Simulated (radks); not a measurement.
Results of a calculation; reference values are marked as such.
Q: Ionisation of Tm+, [Xe] 4f13 6s1, to Tm2+, [Xe] 4f13, under several functionals. Dirac Kohn-Sham, spin-unpolarised, spherical densities, finite nucleus; open shells fill j = l - 1/2 first; a radial shooting solver on a logarithmic mesh with Libxc functionals. The NIST Atomic Spectra Database gives 12.07 eV (semi-empirical). Rank these functionals by the error of their Delta-SCF ionisation energy: exchange-only PBE; PBE; LDA (Slater exchange, VWN5 correlation); LDA (Slater exchange, Perdew-Zunger correlation); AM05; OLYP; LDA (Slater exchange, Perdew-Wang correlation).

A: From best to worst: PBE 12.098 eV (+0.033); OLYP 11.966 eV (-0.099); AM05 11.949 eV (-0.116); LDA (Slater exchange, VWN5 correlation) 12.307 eV (+0.242); LDA (Slater exchange, Perdew-Wang correlation) 12.309 eV (+0.244); LDA (Slater exchange, Perdew-Zunger correlation) 12.314 eV (+0.249); exchange-only PBE 11.751 eV (-0.314). Spin polarisation and multiplet splitting are left out, so open shells lie too high by an amount that depends on their filling.

Beside tabulated values, note that spin-unpolarised runs miss the spin-polarisation part of the exchange energy of open shells.
